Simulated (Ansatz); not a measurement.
## Energy profile

The step: BNH₄O₂ ([NH2][B]([OH])[OH]) + H₂S → BH₃SO₂ ([OH][B]([OH])[SH]) + NH₃ (still joined by a long B–N bond); bonds formed: B1–S6, N2–H5; bonds broken: H5–S6; bonds weakened to dative contacts: B1–N2 (atoms numbered as in the saddle structure below).

B1  (-0.566, -0.136, -0.322)
N2  (0.217, 1.184, -0.177)
O3  (-0.316, -0.750, -1.505)
O4  (-1.692, -0.371, 0.411)
H5  (0.942, 0.716, 0.592)
S6  (1.301, -0.819, 1.512)
H7  (0.692, 1.466, -1.028)
H8  (-0.314, 1.957, 0.209)
H9  (-0.785, -1.585, -1.579)
H10  (-1.544, -0.345, 1.359)
H11  (2.066, -1.317, 0.528)
(Å)

Electronic energies by CCSD(T) at an estimated basis limit (MP2 extrapolated from triple and quadruple zeta, plus CCSD(T) − MP2 in triple zeta), on PBE0-D4/def2-TZVP structures; BNH6SO2, closed shell; no counterpoise correction. Computed with Ansatz 0.2.0 (basis: def2-TZVPP and def2-QZVPP); correlated methods freeze the cores. Extrapolation: Hartree–Fock as exp(−7.88 √X), correlation as X^−2.97.

(1) Give the profile in kJ/mol, counted from the separated reactants. (To be estimated.)

T1 diagnostic: at most 0.013.

## Answers

(1) By the calculation:
```json
{"point": "separated: BNH4O2 (linked as [NH2][B]([OH])[OH]; B1, N2, O3, O4, H7, H8, H9, H10; singlet) + H2S (H5, S6, H11; singlet)", "kJ/mol": "0.0"}
{"point": "start structure", "kJ/mol": "-15.0"}
{"point": "saddle", "kJ/mol": "103.7"}
{"point": "end structure", "kJ/mol": "9.6"}
{"point": "separated: BH3SO2 (linked as [OH][B]([OH])[SH]; B1, O3, O4, S6, H9, H10, H11; singlet) + NH3 (N2, H5, H7, H8; singlet)", "kJ/mol": "29.8"}
```

For scale, one of the runs: CCSD(T)/def2-TZVPP, 250 basis functions, launched by `ansatz run in.yaml --threads 8 --pin off --events-out ev --progress --plain --max-ram 19148MiB`. Time: 99 s of wall clock on 8 CPU threads of an Arm Neoverse V1; the host was shared. Peak host memory: 5.6 GiB.
